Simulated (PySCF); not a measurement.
**Ionisation energy of Cu by level of theory**

Cu [Ar] 3d10 4s1 (2S) → Cu⁺ [Ar] 3d10 (1S), as a difference of total energies. All numbers are calculated (PySCF 2.14, the spin-free X2C one-electron Hamiltonian (Gaussian nucleus), in jorge-DZP-DKH). Correlated levels: valence: [Ar] frozen. The calculations carry no spin-orbit coupling.

```
           method  ionisation energy (eV)  error (eV)
              UHF                   6.446      -1.280
            M06-L                   7.241      -0.485
           r2SCAN                   7.663      -0.063
    MP2 (valence)                   6.947      -0.779
SCS-MP2 (valence)                   6.877      -0.849
   CCSD (valence)                   6.920      -0.806
CCSD(T) (valence)                   6.957      -0.769
```

Reference: 7.726 eV (measured; NIST Atomic Spectra Database, ionization energies).

Errors of the correlated levels include the incompleteness of this basis and the frozen core.
